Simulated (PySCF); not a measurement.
AlH4P, SMILES [AlH2][PH2].

Geometry optimised at PBE-D3(BJ)/def2-TZVP.

Computed with B3LYP/def2-TZVPD (PySCF).

Symmetry labels are those of the subgroup Cs that the program uses (full group Cs).

Computed valence orbital energies around the gap with their symmetry:
```json
[
 {"orbital": "HOMO−7", "symmetry": "A'", "energy (eV)": "-73.25"},
 {"orbital": "HOMO−6", "symmetry": "A\"", "energy (eV)": "-73.22"},
 {"orbital": "HOMO−5", "symmetry": "A'", "energy (eV)": "-17.16"},
 {"orbital": "HOMO−4", "symmetry": "A'", "energy (eV)": "-11.24"},
 {"orbital": "HOMO−3", "symmetry": "A\"", "energy (eV)": "-10.66"},
 {"orbital": "HOMO−2", "symmetry": "A'", "energy (eV)": "-8.72"},
 {"orbital": "HOMO−1", "symmetry": "A\"", "energy (eV)": "-8.42"},
 {"orbital": "HOMO", "symmetry": "A'", "energy (eV)": "-7.09"},
 {"orbital": "LUMO", "symmetry": "A'", "energy (eV)": "-1.88"},
 {"orbital": "LUMO+1", "symmetry": "A'", "energy (eV)": "-0.33"},
 {"orbital": "LUMO+2", "symmetry": "A\"", "energy (eV)": "-0.07"},
 {"orbital": "LUMO+3", "symmetry": "A'", "energy (eV)": "0.06"}
]
```
